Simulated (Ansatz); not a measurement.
InSi₆⁻, relaxed as a singlet with RKS PBE0-D4/def2-SVPD in Ansatz, starting from the GFN2-xTB geometry. Force threshold 0.02 eV/Å.

In the def2 sets In takes a core potential; there is no spin–orbit coupling. The restricted singlet is unstable towards broken spin symmetry in Hartree–Fock (as tested in another run); at PBE0-D4/def2-SVPD this wasn't settled. Another isomer (singlet) lies 1.19 eV lower at PBE0-D4/def2-TZVPD; other spin states weren't run for this one.

Start:

```xyz
7

In   -1.450    0.040   -0.326
Si    0.126   -1.427   -2.059
Si    2.083   -1.345   -0.204
Si   -0.293   -2.469   -0.108
Si   -1.944    2.307    0.854
Si    1.202    0.512    0.523
Si    0.276    2.382    1.319
```

Task: Estimate the energy that the relaxation releases and the steps that it takes.

Result: 34.3 kcal/mol, in 18 steps; 1.7 min on 4 threads of Arm Neoverse V2 on a shared host. No frequencies were taken in this run, so the end may be a saddle point.

Task: Does the start keep its bonding?

Result: Bonds lost: In1–Si2 (atoms count from 1). Bonds formed: In1–Si7, Si2–Si6 (atoms count from 1).

Task: Predict the relaxed structure.

Result: 
```tsv
atom	x (Å)	y (Å)	z (Å)
In1	-1.684	-0.108	0.296
Si2	0.552	-0.718	-2.094
Si3	1.958	-1.771	0.538
Si4	-0.188	-2.207	-0.392
Si5	-1.994	2.268	1.182
Si6	1.203	0.257	-0.111
Si7	0.153	2.279	0.580
```
Bond lengths: 6 × Si–Si 2.23 to 2.38 Å; 4 × In–Si 2.56 to 3.03 Å.
